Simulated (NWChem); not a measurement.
Species: GaHBrF; SMILES [F][GaH][Br]

```xyz
4

Ga    -0.3602    -0.9114     0.0000
H     -1.7754    -1.5362     0.0000
F      1.0492    -1.9434     0.0000
Br     0.1137     1.3083     0.0000
```
Atoms are numbered in this order, from 1.

Program: NWChem. Pople sets run with spherical d functions. The geometry was optimised at PBE0/def2-SVP. GIAO values for the isolated, static molecule; σ is the absolute isotropic shielding, δ = σ(reference) − σ with the isolated reference molecule computed at the same levels (19F: trichlorofluoromethane, 1H: tetramethylsilane). Spin-orbit effects, on the heavy nuclei and on their neighbours, are missing.

| level | σ Ga1 (ppm) | δ H2 (ppm) | δ F3 (ppm) | σ Br4 (ppm) |
|---|---|---|---|---|
| BHandHLYP/pcSseg-1 | 1468.7 | 5.62 | -101.4 | 2570.4 |
| B3LYP/6-31G* | 1626.9 | 6.84 | -39.8 | 2536.1 |
| B3LYP/6-311G** | 1389.8 | 6.44 | -73.9 | 2437.9 |
| KT2/pcSseg-1 | 1387.8 | 6.24 | -85.9 | 2399.6 |
